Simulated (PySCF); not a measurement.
## How methods differ on the ionisation energy of Pm⁵⁶⁺

Pm⁵⁶⁺ [He] 2s2 2p1 (2P) → Pm⁵⁷⁺ [He] 2s2 (1S), as a difference of total energies. Calculation: PySCF 2.14, in an even-tempered Gaussian basis (19 s from 31 bohr⁻², ratio 2.2; 12 p from 40 bohr⁻², ratio 2.2; 5 d from 150 bohr⁻², ratio 2.4; 5 f from 230 bohr⁻², ratio 2.4; 4 g from 340 bohr⁻², ratio 2.4); the spin-free X2C one-electron Hamiltonian (Gaussian nucleus). Correlated levels: nothing frozen; virtual orbitals above 40 to 60 times the deepest correlated orbital energy dropped. The calculations carry no spin-orbit coupling.

| method | ionisation energy (eV) |
| --- | --- |
| UHF | 11722.1 |
| MP2 (all electrons) | 11721.6 |
| SCS-MP2 (all electrons) | 11721.3 |
| CCSD (all electrons) | 11721.1 |
| CCSD(T) (all electrons) | 11721.2 |

For this ion Breit and QED terms and the two-electron picture change, all absent here, outweigh the differences among the correlated methods.

The reference lies between the lowest fine-structure levels, while these numbers refer to the centres of the terms.

For comparison: 12136 ± 5 eV (theoretical estimate listed by NIST; NIST Atomic Spectra Database, ionization energies).
